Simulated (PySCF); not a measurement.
Geometries of 2 isomers of C3H9AlO3, from PBE0-D3(BJ)/def2-SVP geometry optimisation, gas phase (PySCF 2.14.0). One conformer each, no zero-point energy, no frequencies.

Question: Which isomer lies lower at this level?
A.
```xyz
16
angstrom
C      2.262   -0.723    0.381
O      1.299    0.277    0.399
Al    -0.385    0.367    0.436
O     -1.301   -1.049    0.443
C     -2.647   -1.388    0.469
O     -1.158    1.865    0.466
C     -0.798    3.206    0.489
H      2.938   -0.629    1.249
H      2.886   -0.647   -0.528
H      1.829   -1.740    0.403
H     -2.920   -1.970   -0.430
H     -3.314   -0.507    0.511
H     -2.873   -2.020    1.347
H     -1.198    3.702    1.392
H      0.297    3.360    0.482
H     -1.214    3.737   -0.386
```
B.
```xyz
16
angstrom
C     -0.017    1.507    0.249
O     -0.599    0.200    0.297
Al    -2.190   -0.163   -0.898
C      0.192   -0.847    0.789
O      1.098   -1.312   -0.181
C      2.347   -0.818   -0.165
O      2.753    0.011    0.592
H     -0.849    2.208    0.115
H      0.507    1.709    1.193
H      0.683    1.587   -0.594
H     -2.452   -1.662   -0.392
H     -3.139    1.014   -0.366
H     -1.531    0.047   -2.344
H     -0.494   -1.674    0.999
H      0.734   -0.504    1.683
H      2.937   -1.308   -0.965
```

Answer: A. That is `C[O][Al]([O]C)[O]C`, 84.9 kcal/mol below the other.

| SMILES | atoms numbered as above | E (Eh) | relative (kcal/mol) | relative (kJ/mol) | dipole (D) |
| --- | --- | --- | --- | --- | --- |
| C[O][Al]([O]C)[O]C | [CH3:1][O:2][Al:3]([O:4][CH3:5])[O:6][CH3:7] | -587.12664 | 0.0 | 0.0 | 0.04 |
| C[O+]([AlH3-])COC=O | [CH3:1][O+:2]([AlH3-:3])[CH2:4][O:5][CH:6]=[O:7] | -586.99129 | 84.9 | 355.4 | 3.89 |
